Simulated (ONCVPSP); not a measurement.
# F (Z = 9): one change to an ONCV potential, before and after

fluorine, optimised norm-conserving Vanderbilt (ONCV), made with ONCVPSP 4.0.1 (PBE, non-relativistic). Core [He], reference 2s2 2p4 (charge +1). Waves: 2s: rc 0.85 bohr, ncon 5, nbas 9, qcut 7.9 1/bohr, 3 projectors, debl 1.9 Ha; 2p: rc 1.40 bohr, ncon 3, nbas 6, qcut 12.1 1/bohr, 2 projectors, debl 4 Ha. Local part: polynomial inside 0.75 bohr (lpopt 1, dvloc0 2 Ha). Core correction: none.

All-electron outer shells of the reference configuration (PBE, non-relativistic, ld1.x):

```json
{"shell": "1s", "level (eV)": "-683.39", "outermost node (bohr)": "–", "outermost maximum (bohr)": "0.11"}
{"shell": "2s", "level (eV)": "-47.30", "outermost node (bohr)": "0.24", "outermost maximum (bohr)": "0.75"}
{"shell": "2p", "level (eV)": "-28.32", "outermost node (bohr)": "–", "outermost maximum (bohr)": "0.68"}
```

Change: s: rc 1.

Cutoffs: the cutoffs (Ha) at which the residual kinetic energy of the hardest occupied pseudo-wave falls to 1 and 0.1 mHa per electron; they do not see the model core or the augmentation charge, which bear on the density cutoff. Errors are all-electron minus pseudo energies relative to the spin-unpolarised reference configuration.

Question: Predict the effect on cutoff, ghosts and configuration errors.

Answer: The potential gets softer (216 Ha and 299 Ha → 62 Ha and 205 Ha); both files keep a bound ghost (s); of the 4 tests that both files solve, the error grows in 1 and shrinks in 0 by more than 15 % and 0.3 meV (median size 105.3 → 116.2 meV). A larger radius leaves more room for a smooth pseudo-wave, so fewer plane waves are needed.

| quantity | base | changed |
| --- | --- | --- |
| cutoff, loose | 216 Ha | 62 Ha |
| cutoff, tight | 299 Ha | 205 Ha |
| loose cutoff by channel | s 216 Ha, p 39 Ha | s 62 Ha, p 39 Ha |
| bound ghosts | s | s |
| GHOST(+) flags under 300 eV | none | none |
| error for 2s2 2p5, meV [ΔE -19.40 eV] | +27 | +28 |
| error for 2s2 2p3, meV [ΔE 38.39 eV] | +86 | +89 |
| error for 2s2 2p2, meV [ΔE 99.04 eV] | +533 | +550 |
| error for 2s1 2p6, meV [ΔE -0.68 eV] | +124 | +143 |
| p: phases at 1.42 bohr within 0.05 rad from the reference energy up to (Ha; the scan ends near 5) | to the end of the scan | to the end of the scan |

 A true bound ghost makes a file unfit for plane-wave use even where its test errors are small: the radial tests pick states by their node count and pass the ghost by.
